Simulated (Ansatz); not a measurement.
The cluster Sr₄Te₄⁻. Charge -1, multiplicity 2. Geometry r2SCAN-D4/def2-SVP, that of the neutral singlet; atoms count from 1.

```xyz
8

Sr   -1.899    1.709   -2.573
Sr   -2.856    0.258    2.295
Sr    2.857   -0.256   -2.294
Sr    1.898   -1.712    2.571
Te    3.771   -1.767    0.178
Te   -3.896    1.451   -0.298
Te    0.821    1.346   -3.881
Te   -0.695   -1.029    4.000
```

In the def2 sets Sr, Te take a core potential; there is no spin–orbit coupling. The structure comes from a short search, and lower isomers may exist.

(1) Estimate the Mulliken populations from the PBE0/def2-SVP orbitals of Ansatz.

(2) Where does the spin sit?

(3) And the Mayer bond orders between heavy atoms (over 0.3)?

Results:

(1) 
```
atom  charge (e)  spin (α − β)
 Sr1        0.46          0.26
 Sr2        0.46          0.26
 Sr3        0.46          0.26
 Sr4        0.46          0.26
 Te5       -0.71         -0.01
 Te6       -0.71         -0.01
 Te7       -0.71         -0.01
 Te8       -0.71         -0.01
```
Mulliken values depend strongly on the basis.

(2) Summed by element: Sr 1.03, Te -0.03, of 1 unpaired in all. Largest on single atoms: Sr4 0.26, Sr3 0.26, Sr1 0.26.

(3) Sr1–Te6 1.01 (3.04 Å); Sr1–Te7 1.01 (3.04 Å); Sr2–Te6 1.01 (3.04 Å); Sr2–Te8 1.01 (3.04 Å); Sr3–Te5 1.01 (3.04 Å); Sr3–Te7 1.01 (3.04 Å); Sr4–Te5 1.01 (3.04 Å); Sr4–Te8 1.01 (3.04 Å).
